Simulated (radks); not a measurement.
Values are calculated unless marked as measured or tabulated.
Initial-state core-level shifts of the samarium ion Sm+ when its valence configuration changes from [Xe] 4f6 6s1. Code: a radial shooting solver on a logarithmic mesh with Libxc functionals. Model: Dirac Kohn-Sham, BLYP, spin-unpolarised, spherical densities, point nucleus; open shells fill j = l - 1/2 first. Shifts are changes of the shell-averaged eigenvalues in eV (positive: less bound).

valence               2s       3p       4p       4d
4f7               +5.718   +6.198   +6.036   +5.900
4f6 5d0.5 6s0.5   +0.900   +0.869   +0.887   +0.898
4f5 5d1 6s1       -6.748   -7.624   -7.022   -6.731
4f4 6s1 6p2      -22.243  -24.124  -22.478  -21.812
4f4 5d1 6s1 6p1  -18.373  -20.329  -18.721  -18.051
4f6 5d1           +1.702   +1.644   +1.679   +1.701
4f5 6s1 6p1      -10.185  -10.997  -10.401  -10.125
4f3 5d1 6s1 6p2  -31.519  -34.761  -31.671  -30.532
4f5.5 5d0.5 6s1   -3.192   -3.595   -3.340   -3.208
